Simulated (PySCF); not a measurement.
# Computed records: B$_{2}$H$_{3}$NO, AlB$_{2}$ClH$_{4}$, C$_{2}$H$_{6}$B$_{2}$, C$_{2}$H$_{8}$BN and others

Computed with PySCF 2.14.0. Calculation on a computer-drawn molecule: optimised geometry and harmonic frequencies of an isolated molecule of the commonest isotopes, restricted reference for singlets and unrestricted otherwise, frozen core in MP2.

Common to all runs: multiplicity 1.

```yaml
- entry: 1
  formula: B2H3NO
  start_structure:
    atoms_angstrom:
      - [B, -1.3581, -0.6592, -2.2078]
      - [O, -0.6318, -0.1965, -1.1757]
      - [B, -0.0805, -0.1553, -0.0662]
      - ["N", 0.6089, 0.2164, 0.9453]
      - [H, -1.3945, -0.0354, -3.2161]
      - [H, -1.9196, -1.7416, -2.1813]
      - [H, 0.9212, 0.1482, 1.9107]
  given:
    charge: 0
    method: HF
    basis: cc-pVDZ
    drawn_bonds_atom: [1, 2, 3, 1, 1, 4]
    drawn_bonds_other_atom: [2, 3, 4, 5, 6, 7]
    drawn_bonds_order: [1, 1, 2, 1, 1, 1]
  results:
    optimised_atom_element: [B, O, B, "N", H, H, H]
    "optimised_atom_x [angstrom]": [-1.289, -0.4907, -0.02392, 0.421, -1.576, -1.67, 0.7749]
    "optimised_atom_y [angstrom]": [-0.618, 0.2102, 0.06519, -0.03995, -0.2614, -1.653, -0.1263]
    "optimised_atom_z [angstrom]": [-2.171, -1.438, -0.1991, 0.9401, -3.275, -1.701, 1.853]
    "modes_frequency [cm^-1]": [179.4, 248.6, 364.9, 391.2, 553.0, 562.7, 903.2, 1092, 1144, 1305, 1410, 2200, 2696, 2787, 4112]
    "modes_reduced_mass [dalton]": [3.307, 1.306, 1.28, 1.314, 3.875, 3.955, 3.787, 1.53, 1.353, 1.651, 2.609, 8.195, 1.051, 1.131, 1.102]
    "rotational_constants [GHz]": [66.09, 4.556, 4.262]
    "total_energy [hartree]": -180.5148
    "convergence_status_largest_gradient_component [hartree/bohr]": 4.257e-05
- entry: 2
  formula: AlB2ClH4
  start_structure:
    atoms_angstrom:
      - [B, -3.0192, -1.5704, 0.0401]
      - [Al, -1.2011, -0.6355, 0.1046]
      - [B, -0.0699, -0.263, 1.8228]
      - [Cl, -1.2722, 0.9489, 1.9356]
      - [H, -3.9797, -1.3149, -0.6073]
      - [H, -3.127, -2.6858, 0.598]
      - [H, -0.6038, 0.2845, -1.0419]
      - [H, 0.7409, -0.2077, 2.745]
  given:
    charge: 0
    method: HF
    basis: "cc-pV(D+d)Z"
    drawn_bonds_atom: [1, 2, 3, 1, 1, 2, 3]
    drawn_bonds_other_atom: [2, 3, 4, 5, 6, 7, 8]
    drawn_bonds_order: [1, 1, 1, 1, 1, 1, 1]
  results:
    optimised_atom_element: [B, Al, B, Cl, H, H, H, H]
    "optimised_atom_x [angstrom]": [-3.006, -1.204, -0.3438, -0.9058, -4.101, -2.997, -0.4619, 0.4889]
    "optimised_atom_y [angstrom]": [-1.762, -0.5917, 0.09779, 1.658, -1.265, -2.967, -0.1827, -0.431]
    "optimised_atom_z [angstrom]": [-0.04431, 0.04357, 1.901, 2.561, -0.1159, -0.02777, -1.303, 2.582]
    "modes_frequency [cm^-1]": [48.2, 118.9, 145.8, 193.9, 370.7, 497.9, 535.6, 580.9, 622.3, 763.0, 821.5, 905.7, 1100, 1242, 1945, 2642, 2709, 2712]
    "modes_reduced_mass [dalton]": [3.44, 2.507, 2.472, 1.404, 1.156, 3.668, 1.115, 2.95, 1.819, 1.523, 4.655, 1.38, 1.252, 1.129, 1.042, 1.055, 1.118, 1.093]
    "rotational_constants [GHz]": [10.47, 1.641, 1.532]
    "total_energy [hartree]": -753.0909
    "convergence_status_largest_gradient_component [hartree/bohr]": 2.192e-05
- entry: 3
  formula: C2H6B2
  start_structure:
    atoms_angstrom:
      - [C, -0.6022, -0.5483, 3.0481]
      - [B, -0.6487, 0.0399, 1.8253]
      - [B, -0.6227, 0.6631, 0.3727]
      - [C, 0.507, 1.4665, -0.3456]
      - [H, 0.3343, -0.5014, 3.6907]
      - [H, -1.3626, -1.0783, 3.5333]
      - [H, -1.7608, 0.7176, -0.3609]
      - [H, 0.716, 0.9374, -1.2733]
      - [H, 1.4328, 1.4888, 0.2068]
      - [H, 0.1579, 2.5145, -0.6071]
  given:
    charge: 0
    method: HF
    basis: cc-pVDZ
    drawn_bonds_atom: [1, 2, 3, 1, 1, 3, 4, 4, 4]
    drawn_bonds_other_atom: [2, 3, 4, 5, 6, 7, 8, 9, 10]
    drawn_bonds_order: [2, 1, 1, 1, 1, 1, 1, 1, 1]
  results:
    optimised_atom_element: [C, B, B, C, H, H, H, H, H, H]
    "optimised_atom_x [angstrom]": [-0.5744, -0.618, -0.6864, 0.5119, 0.3187, -1.433, -1.731, 0.7278, 1.437, 0.198]
    "optimised_atom_y [angstrom]": [-0.5628, 0.02583, 0.7244, 1.475, -0.5474, -1.068, 0.6455, 0.9821, 1.532, 2.493]
    "optimised_atom_z [angstrom]": [3.099, 1.838, 0.3262, -0.3783, 3.716, 3.531, -0.2688, -1.334, 0.1969, -0.6353]
    "modes_frequency [cm^-1]": [46.8, 138.2, 239.7, 366.0, 381.2, 655.0, 729.2, 748.6, 881.4, 895.9, 951.8, 1070, 1211, 1412, 1429, 1553, 1564, 1692, 2669, 3153, 3209, 3256, 3294, 3372]
    "modes_reduced_mass [dalton]": [1.097, 2.488, 2.986, 1.12, 2.032, 2.943, 1.101, 1.546, 1.332, 1.569, 1.825, 2.365, 1.615, 1.208, 1.282, 1.077, 1.052, 5.105, 1.09, 1.04, 1.095, 1.101, 1.063, 1.109]
    "rotational_constants [GHz]": [32.58, 3.295, 3.048]
    "total_energy [hartree]": -128.5392
    "convergence_status_largest_gradient_component [hartree/bohr]": 2.828e-05
- entry: 4
  formula: C2H8BN
  start_structure:
    atoms_angstrom:
      - [B, -0.6947, -0.4662, -2.5]
      - ["N", -0.021, -0.6311, -1.3381]
      - [C, -0.0773, 0.2307, -0.1368]
      - [C, 1.1952, 0.9416, 0.1092]
      - [H, -1.4748, 0.3644, -2.662]
      - [H, -0.5642, -1.2948, -3.3873]
      - [H, 0.6352, -1.3335, -1.1852]
      - [H, -0.8689, 0.9833, -0.3672]
      - [H, -0.4039, -0.3196, 0.6974]
      - [H, 2.0167, 0.1243, 0.2941]
      - [H, 1.1244, 1.5824, 1.0035]
      - [H, 1.5794, 1.5406, -0.7027]
  given:
    charge: 0
    method: HF
    basis: cc-pVDZ
    drawn_bonds_atom: [1, 2, 3, 1, 1, 2, 3, 3, 4, 4, 4]
    drawn_bonds_other_atom: [2, 3, 4, 5, 6, 7, 8, 9, 10, 11, 12]
    drawn_bonds_order: [1, 1, 1, 1, 1, 1, 1, 1, 1, 1, 1]
  results:
    optimised_atom_element: [B, "N", C, C, H, H, H, H, H, H, H, H]
    "optimised_atom_x [angstrom]": [-0.7167, -0.02375, -0.09005, 1.236, -1.479, -0.5418, 0.6095, -0.8625, -0.4092, 2.026, 1.149, 1.549]
    "optimised_atom_y [angstrom]": [-0.501, -0.6297, 0.2428, 0.9308, 0.4168, -1.314, -1.397, 0.9875, -0.3299, 0.1984, 1.564, 1.553]
    "optimised_atom_z [angstrom]": [-2.518, -1.325, -0.1684, 0.1308, -2.669, -3.387, -1.215, -0.3579, 0.7082, 0.3205, 1.017, -0.7107]
    "modes_frequency [cm^-1]": [96.63, 264.2, 333.3, 433.0, 518.7, 826.7, 857.3, 891.2, 1016, 1087, 1105, 1195, 1264, 1290, 1404, 1413, 1496, 1532, 1585, 1591, 1613, 1659, 2656, 2719, 3168, 3176, 3234, 3255, 3264, 3819]
    "modes_reduced_mass [dalton]": [2.298, 1.099, 1.421, 1.862, 2.091, 1.079, 1.102, 1.882, 1.393, 1.357, 2.295, 1.733, 1.435, 1.711, 1.253, 1.443, 1.268, 1.354, 1.045, 1.046, 1.095, 1.958, 1.058, 1.13, 1.051, 1.057, 1.1, 1.1, 1.102, 1.076]
    "rotational_constants [GHz]": [22.15, 4.219, 4.15]
    "total_energy [hartree]": -159.5677
    "convergence_status_largest_gradient_component [hartree/bohr]": 3.998e-05
- entry: 5
  formula: B2H3N
  start_structure:
    atoms_angstrom:
      - [B, -0.6067, 0.3959, -1.3003]
      - ["N", 0.512, 0.8805, -1.681]
      - [B, 1.769, 1.2888, -2.0382]
      - [H, -1.6167, 0.0625, -1.0419]
      - [H, 1.8091, 2.3588, -2.6167]
      - [H, 2.672, 0.6354, -1.8243]
  given:
    charge: 0
    method: HF
    basis: cc-pVDZ
    drawn_bonds_atom: [1, 2, 1, 3, 3]
    drawn_bonds_other_atom: [2, 3, 4, 5, 6]
    drawn_bonds_order: [2, 1, 1, 1, 1]
  results:
    optimised_atom_element: [B, "N", B, H, H, H]
    "optimised_atom_x [angstrom]": [-0.6277, 0.4905, 1.759, -1.682, 1.86, 2.74]
    "optimised_atom_y [angstrom]": [0.4222, 0.838, 1.31, 0.02989, 2.369, 0.6534]
    "optimised_atom_z [angstrom]": [-1.325, -1.669, -2.059, -1.001, -2.618, -1.832]
    "modes_frequency [cm^-1]": [207.4, 245.7, 800.1, 840.5, 1019, 1054, 1110, 1356, 2028, 2662, 2725, 2995]
    "modes_reduced_mass [dalton]": [3.463, 2.788, 1.334, 1.359, 1.372, 2.919, 1.365, 1.313, 5.432, 1.051, 1.129, 1.197]
    "rotational_constants [GHz]": [231.4, 9.626, 9.242]
    "total_energy [hartree]": -105.5966
    "convergence_status_largest_gradient_component [hartree/bohr]": 2.868e-05
- entry: 6
  formula: B2FH2O
  start_structure:
    atoms_angstrom:
      - [B, -0.1035, -0.5429, -0.6791]
      - [O, 0.1743, 0.3562, -0.0624]
      - [B, 0.49, 1.5013, 0.7473]
      - [F, -0.2669, 2.5907, 0.5059]
      - [H, -0.3738, -1.4548, -1.3783]
      - [H, 1.2864, 1.4958, 1.5162]
  given:
    charge: 1
    method: HF
    basis: cc-pVDZ
    drawn_bonds_atom: [1, 2, 3, 1, 3]
    drawn_bonds_other_atom: [2, 3, 4, 5, 6]
    drawn_bonds_order: [1, 1, 1, 1, 1]
  results:
    optimised_atom_element: [B, O, B, F, H, H]
    "optimised_atom_x [angstrom]": [-0.1146, 0.181, 0.4733, -0.2794, -0.3916, 1.338]
    "optimised_atom_y [angstrom]": [-0.5722, 0.3811, 1.571, 2.568, -1.493, 1.491]
    "optimised_atom_z [angstrom]": [-0.7309, -0.03198, 0.7675, 0.483, -1.398, 1.56]
    "modes_frequency [cm^-1]": [92.92, 149.9, 496.3, 826.0, 833.3, 841.1, 958.0, 1130, 1443, 1851, 2956, 3018]
    "modes_reduced_mass [dalton]": [4.083, 3.251, 10.7, 1.354, 1.36, 5.856, 1.606, 1.151, 7.754, 5.269, 1.107, 1.186]
    "rotational_constants [GHz]": [44.37, 4.848, 4.371]
    "total_energy [hartree]": -224.6898
    "convergence_status_largest_gradient_component [hartree/bohr]": 1.488e-05
- entry: 7
  formula: CH4BN
  start_structure:
    atoms_angstrom:
      - [C, -1.946, -1.2263, 2.449]
      - [B, -1.3192, -0.7233, 1.3932]
      - ["N", -0.6624, -0.1293, 0.2999]
      - [H, -1.4885, -1.706, 3.3311]
      - [H, -3.0737, -1.316, 2.5435]
      - [H, -0.4481, -0.6348, -0.5073]
      - [H, -0.4295, 0.8515, 0.2492]
  given:
    charge: 0
    method: HF
    basis: cc-pVDZ
    drawn_bonds_atom: [1, 2, 1, 1, 3, 3]
    drawn_bonds_other_atom: [2, 3, 4, 5, 6, 7]
    drawn_bonds_order: [2, 1, 1, 1, 1, 1]
  results:
    optimised_atom_element: [C, B, "N", H, H, H, H]
    "optimised_atom_x [angstrom]": [-1.983, -1.329, -0.6859, -1.441, -3.065, -0.4289, -0.4345]
    "optimised_atom_y [angstrom]": [-1.258, -0.69, -0.131, -1.69, -1.295, -0.6553, 0.8353]
    "optimised_atom_z [angstrom]": [2.466, 1.379, 0.3103, 3.299, 2.528, -0.5004, 0.2758]
    "modes_frequency [cm^-1]": [348.0, 358.5, 473.3, 694.4, 795.0, 860.4, 975.4, 1032, 1465, 1695, 1885, 3304, 3384, 3810, 3912]
    "modes_reduced_mass [dalton]": [1.872, 2.85, 1.296, 1.008, 1.277, 1.869, 3.63, 1.429, 1.155, 1.161, 6.799, 1.062, 1.111, 1.05, 1.099]
    "rotational_constants [GHz]": [161.5, 7.688, 7.655]
    "total_energy [hartree]": -119.3272
    "convergence_status_largest_gradient_component [hartree/bohr]": 3.115e-05
- entry: 8
  formula: AlBFH2
  start_structure:
    atoms_angstrom:
      - [B, 1.0801, -2.8664, -0.3345]
      - [Al, -0.134, -1.4328, -1.4675]
      - [F, -1.0254, -0.3798, -2.3002]
      - [H, 0.8298, -2.9507, 0.8211]
      - [H, 1.8985, -3.4527, -0.9605]
  given:
    charge: 1
    method: MP2
    basis: "cc-pV(D+d)Z"
    drawn_bonds_atom: [1, 2, 1, 1]
    drawn_bonds_other_atom: [2, 3, 4, 5]
    drawn_bonds_order: [1, 1, 1, 1]
  results:
    "rotational_constants [GHz]": null
    "total_energy [hartree]": null
```

Questions
1. Give the missing rotational constants for AlBFH$_{2}$ (entry 8).
2. Estimate the total energy of AlBFH$_{2}$ (entry 8).

## Answers
1. 217, 4.296, 4.213 GHz
2. -367.2750 hartree

Further results for AlBFH$_{2}$ (entry 8):

- convergence status largest gradient component: 7.88e-06 hartree/bohr

Optimised structure:
```xyz
5
AlBFH2
B      1.0771    -2.8627    -0.3375
Al    -0.1275    -1.4404    -1.4614
F     -1.0326    -0.3714    -2.3068
H      0.8285    -2.9514     0.8280
H      1.9035    -3.4565    -0.9639
```

Modes:
| frequency (cm⁻¹) | reduced mass (dalton) |
| --- | --- |
| 129.3 | 5.898 |
| 135.6 | 8.471 |
| 464.7 | 6.382 |
| 629.9 | 1.208 |
| 883 | 1.282 |
| 931.4 | 21.47 |
| 1114 | 1.093 |
| 2693 | 1.039 |
| 2848 | 1.14 |
